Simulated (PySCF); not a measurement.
**Two-component Hartree-Fock for Ga(25+) (gallium, charge +25)**

Start: [He] 2s2 2p2; 2p1/2 filled at m_j = -1/2, +1/2. Calculated with PySCF 2.14 in an even-tempered Gaussian basis (17 s from 7.8 bohr⁻², ratio 2.4; 11 p from 10 bohr⁻², ratio 2.4; 5 d from 36 bohr⁻², ratio 2.6; 4 f from 54 bohr⁻², ratio 2.6): generalised Hartree-Fock with the X2C-1e Hamiltonian and a Gaussian nucleus; one run each with spin-orbit coupling (SO) switched off, then screened by Boettger's factors.

```
spinor shell  electrons  ε, spin-free (eV)  ε, screened SO (eV)  weight of nominal j (screened SO)  rms radius, screened SO (bohr)
       1s1/2          2           -12017.9             -12014.7                              1.000                          0.0557
       2s1/2          2            -2629.5              -2628.6                              1.000                           0.221
       2p1/2          2            -2539.0              -2546.4                              1.000                           0.191
```

```
   quantity    spin-free  screened SO
E (hartree)  -1359.88265  -1360.96911
        M_J            0            0
       ⟨J²⟩        2.000        0.000
       ⟨L²⟩        2.000        1.333
       ⟨S²⟩        2.000        1.333
```

Without spin-orbit coupling the j labels of p, d and f shells carry no meaning; the spin-free column gives the mean over the occupied spinors of each nl shell.
